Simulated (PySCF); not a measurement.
dialuminium oxide (Al₂O), SMILES [Al][O][Al] (connectivity only; charge and spin as stated), neutral, multiplicity 1. Atoms are numbered in the order given.

```xyz
3

Al     0.0000     0.0000     1.7067
O      0.0000     0.0000     0.0000
Al     0.0000     0.0000    -1.7067
```
Charge 0, spin multiplicity 1.

The structure is a stationary point at r2SCAN-D4/def2-TZVP.

Two levels are set side by side: PBE/pcSseg-2 (PySCF) and KT2/pcSseg-2 (PySCF). GIAO shifts against H2O (¹⁷O) at the same level; non-relativistic, no solvent, atoms listed together averaged. Differences are taken from unrounded values.

| quantity | PBE |
|---|---|
| δ(¹⁷O) of O2 (ppm) | 398.1 |

Question: These are the PBE values. What does KT2 give? (An estimate is asked for; the answer gives what the named calculation found.)

Answer: 
```
quantity              KT2  PBE minus KT2
------------------  -----  -------------
δ(¹⁷O) of O2 (ppm)  395.3            2.8
```

On these quantities the two levels nearly agree.

Rough cost on one machine, each run with all the roots and properties that it gave: KT2 against PBE within a factor of 2.
